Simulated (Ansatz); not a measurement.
A single point on C$_{3}$H$_{10}$OSi (`CCO[SiH2]C`).

```yaml
crystal:
  periodic: [false, false, false]
  atoms:
    - {symbol: C, position_ang: [-0.426723, 1.482702, 2.050825]}
    - {symbol: C, position_ang: [-0.333546, 0.104589, 1.444835]}
    - {symbol: O, position_ang: [-0.020230, 0.216413, 0.071439]}
    - {symbol: Si, position_ang: [0.180573, -1.092666, -0.905438]}
    - {symbol: C, position_ang: [0.578237, -0.464567, -2.605703]}
    - {symbol: H, position_ang: [-0.669805, 1.416442, 3.114036]}
    - {symbol: H, position_ang: [0.522145, 2.012104, 1.944153]}
    - {symbol: H, position_ang: [-1.203008, 2.067258, 1.553149]}
    - {symbol: H, position_ang: [-1.285615, -0.429300, 1.569022]}
    - {symbol: H, position_ang: [0.438830, -0.483909, 1.958791]}
    - {symbol: H, position_ang: [1.279445, -1.954520, -0.376695]}
    - {symbol: H, position_ang: [-1.064681, -1.916804, -0.911418]}
    - {symbol: H, position_ang: [1.492301, 0.133003, -2.593349]}
    - {symbol: H, position_ang: [-0.233788, 0.157822, -2.987810]}
    - {symbol: H, position_ang: [0.724066, -1.299068, -3.296435]}
basis:
  gaussian: {orbitals: def2-QZVPP}
correlation: {method: mp2}
```

```sh
$ ansatz run in.yaml --threads 4 --pin off --events-out ev --progress --plain --max-ram 10444MiB
```

Shortened log:

```
Functional definition: HF
3527 factors; integrals over basis functions are off by at most 7.9e-4 eV
mean field evaluation 1: about -13148.3979 eV, gradient 4.6e1 eV
mean field evaluation 2: about -13148.5375 eV, gradient 4.6e1 eV
mean field evaluation 4: about -13153.4035 eV, gradient 5.4e0 eV
mean field evaluation 8: about -13153.4851 eV, gradient 2.6e-1 eV
mean field -13153.48587079 eV, -483.3816899986 hartree, gradient 2.3e-6 eV, S^2 0.000000; 0 other end points of the search recorded, 0 dependent functions left out
9 core orbitals not correlated: weight in the atoms' cores, before any rotation towards them, 1.000 or more for the frozen orbitals, at most 0.000 for the correlated occupied ones
reference -13153.48587079 eV, -483.3816899986 hartree; 16, 16 occupied and 573, 573 virtual orbitals, 3527 factors
second order -25.97204146 eV of doubles, -0.00000000 eV of singles
Total energy: -13179.45791225 eV, -484.3361449178 hartree
```

Run time 27 s (4 threads of an AMD EPYC 7B13 on a shared host); peak host memory 4.8 GiB.
